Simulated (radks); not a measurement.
All-electron atom: Cl in [Ne] 3s2 3p5. Method: Dirac Kohn-Sham, Slater X-alpha with alpha = 0.735, spin-unpolarised, spherical densities, point nucleus; open shells fill j = l - 1/2 first; computed with a radial shooting solver on a logarithmic mesh with Libxc functionals.

Radial electron density D(r) = 4 pi r^2 rho(r):

```
   r/bohr * D(r) (the largest magnitude, 19.7, reaches the edge; | marks zero)
 0.003326 |*
 0.004262 | *
 0.005418 |  *
 0.006943 |   *
 0.008826 |      *
  0.01131 |         *
  0.01449 |              *
  0.01843 |                    *
  0.02361 |                            *
  0.03002 |                                    *
  0.03846 |                                             *
   0.0489 |                                                    *
  0.06266 |                                                      *
  0.07966 |                                                   *
   0.1021 |                                            *
   0.1298 |                                      *
   0.1663 |                                     *
   0.2114 |                                           *
   0.2709 |                                                    *
   0.3471 |                                                    *
   0.4413 |                                         *
   0.5655 |                        *
   0.7189 |            *
   0.9212 |          *
    1.171 |           *
    1.501 |           *
    1.908 |        *
    2.445 |    *
    3.108 | *
    3.983 *
    5.063 *
    6.488 *
```

D(r) has 3 maxima, at r = 0.0622, 0.313, 1.33 bohr, and minima at 0.151, 0.885 bohr, inside which lie 2.18, 10.36 electrons.
